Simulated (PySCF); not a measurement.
## Se: excitation energy

Se [Ar] 3d10 4s2 4p4 (3P) → Se [Ar] 3d10 4s1 4p5 (3P), as a difference of total energies. Calculation: PySCF 2.14, in aug-cc-pVTZ-DK; the spin-free X2C one-electron Hamiltonian (Gaussian nucleus). Correlated levels: valence: [Ar] 3d10 frozen. The calculations carry no spin-orbit coupling.

| method | excitation energy (eV) |
| --- | --- |
| UHF | 11.735 |
| LDA | 10.797 |
| PBE | 10.735 |
| PBE0 | 11.018 |
| r2SCAN | 10.843 |
| wB97X | 11.274 |
| HSE06 | 11.048 |
| B2PLYP | 10.928 |
| M06-2X | 10.715 |
| MP2 (valence) | 10.860 |
| SCS-MP2 (valence) | 10.750 |

Task: How much does correlation contribute at MP2 (valence)?

Result: 10.860 − (11.735) = -0.875 eV, measured against UHF.

A first-order spin-orbit estimate (lowest level to lowest level, LS coupling) adds -0.013 eV.

The upper state lies above the first ionisation limit, where it may autoionise and the basis confines it.
